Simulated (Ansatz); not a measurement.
Ansatz (a program for electronic structure) input (B3LYP/6-31G*):

Ansatz 0.2 input:
```yaml
crystal:
  periodic: [false, false, false]
  atoms:
    - {symbol: O, position_ang: [2.35528300, -0.21818500, -0.36872300]}
    - {symbol: B, position_ang: [1.19949800, 0.34573800, 0.04980000]}
    - {symbol: O, position_ang: [0.01349100, -0.25230500, -0.13267100]}
    - {symbol: Si, position_ang: [-1.57096800, 0.08625300, 0.21511200]}
    - {symbol: H, position_ang: [3.13232500, 0.31410800, -0.17612200]}
    - {symbol: H, position_ang: [-1.67963300, 1.38988600, 0.90483000]}
    - {symbol: H, position_ang: [-2.31922500, 0.11758500, -1.05770600]}
    - {symbol: H, position_ang: [-2.08759200, -0.99389300, 1.07958700]}
basis:
  gaussian:
    orbitals: 6-31G*
hamiltonian:
  xc: {name: B3LYP}
magnetization: {spin_polarized: true, initial_magnetization: 1}
relax: {f_tol: 0.003, max_steps: 120}
```

Output:

```
Functional definition: B3LYP
integrals: 0.02 GiB planned
744 factors; integrals over basis functions are off by at most 7.7e-4 eV
mean field: 0.33 GiB planned
mean field evaluation 1: about -12707.9406 eV, gradient 4.4e1 eV
mean field evaluation 2: about -12694.1384 eV, gradient 7.5e1 eV
mean field evaluation 4: about -12714.4036 eV, gradient 3.5e0 eV
mean field evaluation 8: about -12714.4625 eV, gradient 3.6e-2 eV
mean field evaluation 16: about -12714.4625 eV, gradient 5.7e-5 eV
mean field -12714.46251648 eV, -467.2478793083 hartree, gradient 5.7e-5 eV, S^2 0.751684; 0 other end points of the search recorded, 0 dependent functions left out
the calculation of the forces begins
reference -12714.46274466 eV, -467.2478876938 hartree; 20, 19 occupied and 52, 53 virtual orbitals, 744 factors
relax step   1: F+E_penalty+E_count = -12714.46251648 eV  Δ(F+E_penalty+E_count) = +0.000e0 eV  max|allowed force component| = 4.276e-1 eV/Å  Δτ_max = 0.0000 Å  (28 SCF iters, accepted)
these checks for a lower state are left out or cut short: starts, cluster_reference, orbital_swaps, neighbouring_geometries, increment
integrals: 0.02 GiB planned
744 factors; integrals over basis functions are off by at most 7.8e-4 eV
mean field: 0.33 GiB planned
mean field -12714.47001814 eV, -467.2481549893 hartree, gradient 2.4e-5 eV, S^2 0.751699; 0 other end points of the search recorded, 0 dependent functions left out
the calculation of the forces begins
reference -12714.47024672 eV, -467.2481633896 hartree; 20, 19 occupied and 52, 53 virtual orbitals, 744 factors
relax step   2: F+E_penalty+E_count = -12714.47001814 eV  Δ(F+E_penalty+E_count) = -7.502e-3 eV  max|allowed force component| = 2.426e-1 eV/Å  Δτ_max = 0.0139 Å  (25 SCF iters, accepted)
these checks for a lower state are left out or cut short: starts, cluster_reference, orbital_swaps, neighbouring_geometries, increment
integrals: 0.02 GiB planned
744 factors; integrals over basis functions are off by at most 7.8e-4 eV
mean field: 0.33 GiB planned
mean field -12714.47219637 eV, -467.2482350378 hartree, gradient 1.7e-5 eV, S^2 0.751715; 0 other end points of the search recorded, 0 dependent functions left out
the calculation of the forces begins
reference -12714.47242520 eV, -467.2482434472 hartree; 20, 19 occupied and 52, 53 virtual orbitals, 744 factors
relax step   3: F+E_penalty+E_count = -12714.47219637 eV  Δ(F+E_penalty+E_count) = -2.178e-3 eV  max|allowed force component| = 6.029e-2 eV/Å  Δτ_max = 0.0056 Å  (26 SCF iters, accepted)
these checks for a lower state are left out or cut short: starts, cluster_reference, orbital_swaps, neighbouring_geometries, increment
integrals: 0.02 GiB planned
744 factors; integrals over basis functions are off by at most 7.8e-4 eV
mean field: 0.33 GiB planned
mean field evaluation 32: about -12714.4551 eV, gradient 2.8e-1 eV
mean field -12714.47270915 eV, -467.2482538820 hartree, gradient 1.9e-5 eV, S^2 0.751719; 0 other end points of the search recorded, 0 dependent functions left out
the calculation of the forces begins
reference -12714.47293789 eV, -467.2482622882 hartree; 20, 19 occupied and 52, 53 virtual orbitals, 744 factors
relax step   4: F+E_penalty+E_count = -12714.47270915 eV  Δ(F+E_penalty+E_count) = -5.128e-4 eV  max|allowed force component| = 2.400e-2 eV/Å  Δτ_max = 0.0082 Å  (25 SCF iters, accepted)
these checks for a lower state are left out or cut short: starts, cluster_reference, orbital_swaps, neighbouring_geometries, increment
integrals: 0.02 GiB planned
744 factors; integrals over basis functions are off by at most 7.9e-4 eV
mean field: 0.33 GiB planned
mean field -12714.47356232 eV, -467.2482852355 hartree, gradient 1.9e-5 eV, S^2 0.751721; 0 other end points of the search recorded, 0 dependent functions left out
the calculation of the forces begins
reference -12714.47379091 eV, -467.2482936359 hartree; 20, 19 occupied and 52, 53 virtual orbitals, 744 factors
relax step   5: F+E_penalty+E_count = -12714.47356232 eV  Δ(F+E_penalty+E_count) = -8.532e-4 eV  max|allowed force component| = 7.264e-2 eV/Å  Δτ_max = 0.0299 Å  (30 SCF iters, accepted)
these checks for a lower state are left out or cut short: starts, cluster_reference, orbital_swaps, neighbouring_geometries, increment
integrals: 0.02 GiB planned
744 factors; integrals over basis functions are off by at most 7.9e-4 eV
mean field: 0.33 GiB planned
mean field -12714.47380105 eV, -467.2482940086 hartree, gradient 1.9e-5 eV, S^2 0.751724; 0 other end points of the search recorded, 0 dependent functions left out
the calculation of the forces begins
reference -12714.47402969 eV, -467.2483024111 hartree; 20, 19 occupied and 52, 53 virtual orbitals, 744 factors
relax step   6: F+E_penalty+E_count = -12714.47380105 eV  Δ(F+E_penalty+E_count) = -2.387e-4 eV  max|allowed force component| = 1.719e-2 eV/Å  Δτ_max = 0.0154 Å  (32 SCF iters, accepted)
these checks for a lower state are left out or cut short: starts, cluster_reference, orbital_swaps, neighbouring_geometries, increment
integrals: 0.02 GiB planned
744 factors; integrals over basis functions are off by at most 7.9e-4 eV
mean field: 0.33 GiB planned
mean field -12714.47380807 eV, -467.2482942666 hartree, gradient 4.7e-5 eV, S^2 0.751724; 0 other end points of the search recorded, 0 dependent functions left out
the calculation of the forces begins
reference -12714.47403671 eV, -467.2483026691 hartree; 20, 19 occupied and 52, 53 virtual orbitals, 744 factors
relax step   7: F+E_penalty+E_count = -12714.47380807 eV  Δ(F+E_penalty+E_count) = -7.019e-6 eV  max|allowed force component| = 1.140e-3 eV/Å  Δτ_max = 0.0021 Å  (21 SCF iters, accepted)
integrals: 0.02 GiB planned
744 factors; integrals over basis functions are off by at most 7.9e-4 eV
mean field: 0.33 GiB planned
mean field evaluation 64: about -12714.4568 eV, gradient 1.4e-1 eV
mean field -12714.47380807 eV, -467.2482942666 hartree, gradient 4.7e-5 eV, S^2 0.751724; 1 other end points of the search recorded, 0 dependent functions left out
the calculation of the forces begins
reference -12714.47403671 eV, -467.2483026691 hartree; 20, 19 occupied and 52, 53 virtual orbitals, 744 factors
Total energy: -12714.47403671 eV, -467.2483026691 hartree
Atom 0 at     2.366608    -0.215266    -0.368405 Å, force     0.000762     0.000378     0.000124 eV/Å
Atom 1 at     1.194228     0.332181     0.043265 Å, force     0.000455     0.000677     0.000360 eV/Å
Atom 2 at     0.020183    -0.304664    -0.160645 Å, force    -0.000960    -0.000492    -0.000150 eV/Å
Atom 3 at    -1.560952     0.080275     0.210918 Å, force     0.000976     0.000213    -0.000031 eV/Å
Atom 4 at     3.117944     0.353979    -0.153804 Å, force    -0.001140    -0.000504    -0.000177 eV/Å
Atom 5 at    -1.643384     1.392922     0.902487 Å, force     0.000140    -0.000269    -0.000151 eV/Å
Atom 6 at    -2.341649     0.131083    -1.049386 Å, force    -0.000139     0.000071    -0.000129 eV/Å
Atom 7 at    -2.109799    -0.981323     1.089676 Å, force    -0.000094    -0.000074     0.000154 eV/Å
Dipole moment:     0.074212     0.243533     0.118607 e Å
```

The geometry given is a B3LYP-D3(BJ)/def2-TZVP minimum.
